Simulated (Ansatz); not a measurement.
Molecule: sum formula Si₂N₂H₇, net charge -1, singlet state. It need not be the lowest isomer of its formula. Whether it binds its extra electron was not tested at this geometry. 
Coordinates optimised at B3LYP-D3(BJ)/def2-TZVP (Ansatz, a quantum-chemistry and plane-wave program):
SMILES: [SiH2](N)[SiH2][NH-]
```xyz
11

N     -0.2701     1.5688    -0.9305
Si     1.0027     0.5219    -0.7022
Si    -0.0993    -1.1115     0.6081
N     -1.5347    -0.2480     1.1073
H     -0.0877     2.4371    -1.4239
H      2.2618     0.9544     0.0446
H      1.6585    -0.2068    -1.8726
H      0.6182    -1.6531     1.8153
H     -0.4623    -2.3834    -0.1194
H     -1.5841     0.5953     0.5233
H     -2.4190    -0.7347     1.1119
```
Charge -1, spin multiplicity 1.

Basis-set convergence of Hartree-Fock and CCSD correlation energies (hartree) with Ansatz. Valence correlation only, unless marked. No spin-orbit coupling. Non-relativistic. This anion needs diffuse functions, which these sets lack.

```json
[
 {"basis": "cc-pV(D+d)Z", "functions": "109", "E(HF)": "-690.85154", "E(corr, CCSD)": "-0.61583"},
 {"basis": "cc-pV(T+d)Z", "functions": "236", "E(HF)": "-690.92582", "E(corr, CCSD)": "-0.74909"},
 {"basis": "cc-pV(Q+d)Z", "functions": "448", "E(HF)": "___", "E(corr, CCSD)": "___"}
]
```

Task: Fill in the missing entries.

Result: 
- cc-pV(Q+d)Z, E(HF): -690.94478
- cc-pV(Q+d)Z, E(corr, CCSD): -0.79237
